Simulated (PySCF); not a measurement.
# How methods differ on the ionisation energy of Kr

Kr [Kr] (1S) → Kr⁺ [Ar] 3d10 4s2 4p5 (2P), as a difference of total energies. Calculation: PySCF 2.14, in aug-cc-pVDZ-DK; scalar relativity by spin-free X2C-1e. Correlated levels: valence: [Ar] 3d10 frozen. The calculations carry no spin-orbit coupling.

```tsv
method	ionisation energy (eV)
UHF	13.180
TPSS	14.140
r2SCAN	14.259
MP2 (valence)	13.979
SCS-MP2 (valence)	13.900
CCSD (valence)	13.876
CCSD(T) (valence)	13.894
```

Errors of the correlated levels include the incompleteness of this basis and the frozen core.

Which method comes closest to the reference value, and which is furthest?

The reference is 14.222 eV (measured; NIST levels, between the centres of gravity of the two terms). Closest: r2SCAN (error 0.037 eV); furthest: UHF (error -1.042 eV).
